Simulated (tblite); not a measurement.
Run record: tight-binding relaxation, `C=C(/C=[CH]/[GeH3])O[C@@H](F)CF`.

Computed with GFN2-xTB geometry optimisation, gas phase (tblite 0.8.0). Start geometry: from a force field or distance geometry. A driver script takes a list of jobs; this job's settings line and coordinates (Å) are shown.

Command:
```bash
OMP_NUM_THREADS=1 python probes_run.py task.json out
```

Input:
```
{"job": {"kind": "relax", "xc": "GFN2-xTB", "basis": "xTB"}, "charge": 0, "multiplicity": 1}
C      0.643500    -1.691800    -1.270700
C      0.163600    -0.497900    -0.892400
C     -1.210200    -0.478900    -0.411300
C     -1.766600     0.666200    -0.019600
Ge    -3.582700     0.621700     0.594700
O      0.934700     0.643100    -0.918400
C      2.331400     0.684500    -0.710200
F      2.816300     1.997600    -0.802300
C      2.602400     0.268100     0.733700
F      2.106100    -0.994100     0.911100
H     -0.057100    -2.532700    -1.206300
H      1.643200    -1.831700    -1.632700
H     -1.785400    -1.421200    -0.402700
H     -1.152500     1.542900    -0.043900
H     -3.643800     0.083300     2.047200
H     -4.208400     2.038800     0.511600
H     -4.479100    -0.282100    -0.320100
H      2.868800    -0.002800    -1.408700
H      2.083400     0.954500     1.451100
H      3.687500     0.243100     0.967500
```

Output:
```
step      E/eV     max force
  0    -906.43122    1.921
  1    -906.60623    1.212
  2    -906.73876    1.085
  3    -906.79962    0.684
  4    -906.85582    0.553
  5    -906.88391    0.377
  6    -906.91212    0.405
  7    -906.92857    0.335
  8    -906.93946    0.248
  9    -906.94601    0.167
... (239 lines left out)
249    -907.23046    0.026
250    -907.23062    0.026
251    -907.23074    0.024
252    -907.23085    0.023
253    -907.23096    0.025
254    -907.23109    0.019
255    -907.23118    0.018
256    -907.23123    0.015
257    -907.23128    0.012
258    -907.23131    0.008
```

«max force» is the largest atomic force in eV/Å.

Task: From which step on does the largest force stay under 0.1 eV/Å, and how much energy is left to gain from there?

Result: From step 241 (0.084 eV/Å), 2.8 meV above the end.

Summary of the converged run: energy lowered by 18.5 kcal/mol over 258 steps; largest atomic force 0.008 eV/Å at the end.

Task: Give the final coordinates.

Result: 0.927 Å rms from the input after alignment:
```
atom  x, y, z in Å
C1     0.4734   -1.4749   -1.9092
C2     0.0683   -0.6049   -0.9841
C3    -1.3373   -0.4108   -0.6557
C4    -1.7940    0.4220    0.2800
Ge5   -3.6719    0.6564    0.6876
O6     0.9104    0.2063   -0.2406
C7     2.2549   -0.0328   -0.2601
F8     2.8057    0.3835   -1.4623
C9     2.9276    0.7684    0.8560
F10    2.8905    0.0553    2.0198
H11   -0.2500   -2.0704   -2.4339
H12    1.5009   -1.6114   -2.1920
H13   -2.0225   -1.0086   -1.2415
H14   -1.0776    1.0024    0.8458
H15   -3.9563    0.3259    2.1171
H16   -4.0923    2.0754    0.4793
H17   -4.5101   -0.2218   -0.1806
H18    2.5016   -1.1049   -0.1726
H19    2.3961    1.7098    1.0204
H20    3.9774    0.9456    0.6043
```

Task: Estimate the wall time. Hardware: an Arm Neoverse V1 with one thread, no GPU (shared host).

Result: About 2.3 s.
Labels such as C1 count atoms from 1, the log's own numbers from 0.
